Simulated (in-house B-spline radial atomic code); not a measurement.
A fraction x of an electron is removed from 4f in Gd²⁺, starting from [Xe] 4f7 5d1 and keeping the highest spin. Level of theory: scalar-relativistic (X2C) PBE, spin-polarised, spherical fractional occupations, Fermi nucleus of rms radius 5.1569 fm; calculated with a B-spline radial code for spherical atoms.

| x | E(x) - E(0) (eV) | 4f up level (eV) |
| --- | --- | --- |
| 0 | 0.0000 | -24.324 |
| 0.15 | 3.8424 | -26.919 |
| 0.3 | 8.0789 | -29.577 |
| 0.43 | 12.0764 | -31.931 |
| 0.5 | 14.3565 | -33.217 |
| 0.54 | 15.7000 | -33.957 |
| 0.66 | ? | ? |
| 0.79 | 24.7759 | -38.676 |
| 0.95 | ? | ? |
| 1 | 33.3244 | -42.756 |

What belongs in the row x = 0.66?

An energy change of 19.9092 eV; 4f up at -36.203 eV.

What belongs in the row x = 0.95?

An energy change of 31.2111 eV; 4f up at -41.775 eV.

Check Janak's theorem between x = 0.15 and 0.3.

The slope of the energy is 28.24 eV; the orbital levels give 28.25 eV (-ε of the emptying orbital, averaged over the two points).
